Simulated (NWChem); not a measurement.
All runs are NWChem calculations. System: Sb2, charge 0, spin multiplicity 1, displaced from the optimised geometry. Level: MP2/def2-SVP with def2 effective core potentials on Sb, 8 core orbitals frozen, spin-restricted.

NWChem printed:

```
             Northwest Computational Chemistry Package (NWChem) 7.3.0
             --------------------------------------------------------

                                NWChem Input Module
                                -------------------

 Scaling coordinates for geometry "geometry" by  1.889725989
 (inverse scale =  0.529177249)

                             Geometry "geometry" -> ""
                             -------------------------

 Output coordinates in angstroms (scale by  1.889725989 to convert to a.u.)

  No.       Tag          Charge          X              Y              Z
 ---- ---------------- ---------- -------------- -------------- --------------
    1 Sb                  51.0000     0.00000000     0.00000000     1.25804000
    2 Sb                  51.0000     0.00000000     0.00000000    -5.03215900

 Effective nuclear repulsion energy (a.u.)     218.8150207407

            Nuclear Dipole moment (a.u.)
            ----------------------------
        X                 Y               Z
 ---------------- ---------------- ----------------
     0.0000000000     0.0000000000  -363.7345886730


 Summary of "ao basis" -> "" (spherical)
 ------------------------------------------------------------------------------
       Tag                 Description            Shells   Functions and Types
 ---------------- ------------------------------  ------  ---------------------
 *                          def2-svp                  on all atoms

 Summary of "ao basis" -> "ao basis" (spherical)
 ------------------------------------------------------------------------------
       Tag                 Description            Shells   Functions and Types
 ---------------- ------------------------------  ------  ---------------------
 Sb                         def2-svp                10       26   4s4p2d

                                 NWChem SCF Module
                                 -----------------

  ao basis        = "ao basis"
  functions       =    52
  atoms           =     2
  closed shells   =    23
  open shells     =     0
  charge          =   0.00
  wavefunction    = RHF
  use symmetry    = F
  symmetry adapt  = F

 Summary of "ao basis" -> "ao basis" (spherical)
 ------------------------------------------------------------------------------
       Tag                 Description            Shells   Functions and Types
 ---------------- ------------------------------  ------  ---------------------
 Sb                         def2-svp                10       26   4s4p2d

 Forming initial guess at       0.1s

      Superposition of Atomic Density Guess
      -------------------------------------

 Sum of atomic energies:        -555.22462873

      Non-variational initial energy
      ------------------------------

 Total energy =    -477.975071
 1-e energy   =    -927.955101
 2-e energy   =     405.476706
 HOMO         =      -0.146911
 LUMO         =      -0.146092

 Starting SCF solution at       0.3s

 ----------------------------------------------
         Quadratically convergent ROHF

 Convergence threshold     :          1.000E-07
 Maximum no. of iterations :          100
 Final Fock-matrix accuracy:          1.000E-09
 ----------------------------------------------

              iter       energy          gnorm     gmax       time
             ----- ------------------- --------- --------- --------
                 1     -478.1184160554  9.00D-02  3.40D-02      0.3
                 2     -478.1195084826  4.70D-03  1.63D-03      0.3
                 3     -478.1195112906  2.10D-05  7.40D-06      0.3
  ga_iter_lsolve: convergence stagnant ... aborting solve
                 4     -478.1195112906  1.38D-07  7.38D-08      0.3
  ga_iter_lsolve: convergence stagnant ... aborting solve

 Disabled NR: increased maxiter to 110

                 5     -478.1197703585  2.37D-02  2.08D-02      0.4
                 6     -478.1201312177  7.37D-02  5.06D-02      0.4
                 7     -478.2157648776  2.42D-01  1.46D-01      0.4
                 8     -478.2163433899  2.20D-01  1.15D-01      0.4
                 9     -478.2265265690  1.83D-01  1.08D-01      0.4
                10     -478.2472649481  2.06D-01  9.44D-02      0.4
[...]
   12   -1.6460
   13   -1.6410
   14   -1.6326
   15   -1.6292
   16   -1.6266
   17   -1.6199
   18   -1.6177
   19   -0.6352
   20   -0.6283
   21   -0.2747
   22   -0.2689
   23   -0.1928
   24   -0.1100
   25   -0.0392
   26   -0.0346
   27    0.3016
   28    0.3154
   29    0.4133
   30    0.4305
   31    0.4326
   32    0.4408
   33    0.4410

                       ROHF Final Molecular Orbital Analysis
                       -------------------------------------

 Vector   21  Occ=2.000000D+00  E=-2.747446D-01
              MO Center=  1.3D-15,  2.9D-16,  1.3D+00, r^2= 2.7D+00
   Bfn.  Coefficient  Atom+Function         Bfn.  Coefficient  Atom+Function
  ----- ------------  ---------------      ----- ------------  ---------------
    14      0.572993  1 Sb px                11      0.553622  1 Sb px
     8     -0.205529  1 Sb px                 5     -0.165768  1 Sb px

 Vector   22  Occ=2.000000D+00  E=-2.689207D-01
              MO Center=  3.0D-16,  3.7D-15, -5.0D+00, r^2= 2.8D+00
   Bfn.  Coefficient  Atom+Function         Bfn.  Coefficient  Atom+Function
  ----- ------------  ---------------      ----- ------------  ---------------
    42      0.588814  2 Sb pz                39      0.550439  2 Sb pz
    36     -0.206195  2 Sb pz                33     -0.166304  2 Sb pz

 Vector   23  Occ=2.000000D+00  E=-1.927582D-01
              MO Center= -1.6D-15, -8.0D-15, -2.0D+00, r^2= 1.3D+01
   Bfn.  Coefficient  Atom+Function         Bfn.  Coefficient  Atom+Function
  ----- ------------  ---------------      ----- ------------  ---------------
    41      0.459889  2 Sb py                15      0.440680  1 Sb py
    38      0.345541  2 Sb py                12      0.333353  1 Sb py

 Vector   24  Occ=0.000000D+00  E=-1.100407D-01
              MO Center= -1.5D-16, -2.4D-15, -1.8D+00, r^2= 1.3D+01
   Bfn.  Coefficient  Atom+Function         Bfn.  Coefficient  Atom+Function
  ----- ------------  ---------------      ----- ------------  ---------------
    15      0.458721  1 Sb py                41     -0.442025  2 Sb py
    12      0.347947  1 Sb py                38     -0.332858  2 Sb py

 Vector   25  Occ=0.000000D+00  E=-3.924140D-02
              MO Center=  1.3D-15,  4.0D-15,  1.3D+00, r^2= 3.1D+00
   Bfn.  Coefficient  Atom+Function         Bfn.  Coefficient  Atom+Function
  ----- ------------  ---------------      ----- ------------  ---------------
    16      0.697180  1 Sb pz                13      0.424723  1 Sb pz
    10     -0.182868  1 Sb pz

 Vector   26  Occ=0.000000D+00  E=-3.461005D-02
              MO Center=  4.9D-16, -8.3D-16, -5.0D+00, r^2= 3.1D+00
   Bfn.  Coefficient  Atom+Function         Bfn.  Coefficient  Atom+Function
  ----- ------------  ---------------      ----- ------------  ---------------
    40      0.696773  2 Sb px                37      0.409952  2 Sb px
    34     -0.178825  2 Sb px

 center of mass
 --------------
 x =   0.00000000 y =   0.00000000 z =  -3.56602538

 moments of inertia (a.u.)
 ------------------
        8541.544292279399           0.000000000000           0.000000000000
           0.000000000000        8541.544292279399           0.000000000000
           0.000000000000           0.000000000000           0.000000000000

  Mulliken analysis of the total density
  --------------------------------------

    Atom       Charge   Shell Charges
 -----------   ------   -------------------------------------------------------
    1 Sb  23    22.96   2.11 -0.07  1.27  0.69  2.96  3.05  1.30  1.65  9.82  0.18
    2 Sb  23    23.04   2.11 -0.07  1.26  0.71  2.96  3.05  1.31  1.72  9.82  0.18

       Multipole analysis of the density wrt the origin
       ------------------------------------------------

     L   x y z        total         open         nuclear
     -   - - -        -----         ----         -------
     0   0 0 0     -0.000000      0.000000     46.000000

     1   1 0 0      0.000000      0.000000      0.000000
     1   0 1 0      0.000000      0.000000      0.000000
     1   0 0 1      0.396638      0.000000   -164.037167

     2   2 0 0    -40.164388      0.000000      0.000000
     2   1 1 0     -0.090198      0.000000      0.000000
     2   1 0 1     -0.000000      0.000000      0.000000
     2   0 2 0    -40.712592      0.000000      0.000000
     2   0 1 1      0.000000      0.000000      0.000000
     2   0 0 2    -42.598696      0.000000   2209.851886

                   NWChem MP2 Semi-direct Energy/Gradient Module
                   ---------------------------------------------

  Basis functions       =     52
  Molecular orbitals    =     52
  Frozen core           =      8
  Frozen virtuals       =      0
  Active alpha occupied =     15
  Active beta occupied  =     15
  Active alpha virtual  =     29
  Active beta virtual   =     29
  Use MO symmetry       = F
  Use skeleton AO sym   = F

  AO/Fock/Back tols     =   1.0D-09  1.0D-09  1.0D-09

 GA uses MA = F    GA memory limited = T

 Available:
  local mem=  1.26D+08
 global mem=  1.44D+08
 local disk=  0.00D+00
  mp2_memr nvloc                    29
  nvloc new                    29
   1 passes of  15:        3145728                      16608                   1565037.
   1 passes of  15: M    126150384           G      144173792           F     123004656.

 Semi-direct pass number   1 of   1  for RHF alpha+beta  at        0.6s
  vrange nnbf                  1055
  mp2_eaftype                    10  avail_ma_in_mb                  1099
 EAF : mp2_eaftype filesize          10     782518.
  mp2_eaf for mointskh                     10
Node 0 wrote      3.7 Mb in      0.0 s     Agg I/O rate:   651.7 Mb/s
 Done moints_semi at        1.5s
  mp2_eaftype                    10  avail_ma_in_mb                  1089
 EAF : mp2_eaftype filesize          10     782518.
  mp2_eaf for kh                    10
 Done maket at        1.6s
 Done multipass loop at        1.6s

          -------------------------------------------
          SCF energy                -478.261003556520
          Correlation energy          -0.256320051356
          Singlet pairs               -0.194769978137
          Triplet pairs               -0.061550073218
          Total MP2 energy          -478.517323607876
          -------------------------------------------

          ---------------------------------------------------
                    Spin Component Scaled (SCS) MP2
          Same spin pairs                     -0.041033382146
          Same spin scaling factor             0.333333333333
          Opposite spin pairs                 -0.215286669210
          Opposite spin scaling fact.          1.200000000000
          SCS-MP2 correlation energy          -0.272021797101
          Total SCS-MP2 energy              -478.533025353621
          ---------------------------------------------------

 -----------------------
 Performance information
 -----------------------

 Timer overhead =  2.08D-07 seconds/call

               Nr. of calls         CPU time (s)                 Wall time (s)                GFlops
             ---------------    -------------------     ------------------------------   -------------------
Name         Min   Avg   Max    Min     Avg     Max     Min     Avg     Max   Mx/calls   Min     Max     Sum
mp2: moin     1     1     1   0.90    0.90    0.90     0.90    0.90    0.90    0.90      0.0     0.0     0.0
mp2: make     1     1     1   4.44E-2 4.44E-2 4.44E-2  4.44E-2 4.44E-2 4.44E-2 4.44E-2   0.0     0.0     0.0
mp2: tota     1     1     1   0.98    0.98    0.98     0.98    0.98    0.98    0.98      0.0     0.0     0.0

 The average no. of pstat calls per process was 3.00D+00
 with a timing overhead of 6.24D-07s

 Task  times  cpu:        1.5s     wall:        1.5s

 Total times  cpu:        1.6s     wall:        1.6s
```

### Question
Write an NWChem input that would produce this output.

### Answer
This is not unique; one that fits is 
```
start mol
memory heap 200 mb stack 900 mb global 1100 mb
geometry units angstroms nocenter noautoz noautosym
  Sb     0.000000     0.000000     1.258040
  Sb     0.000000     0.000000    -5.032159
end
basis spherical
  * library def2-svp
end
ecp
  Sb library def2-ecp
end
scf
  rhf
  nopen 0
  maxiter 100
  thresh 1e-7
  semidirect memsize 60000000 filesize 0
end
mp2
  freeze core 8
end
task mp2 energy
```
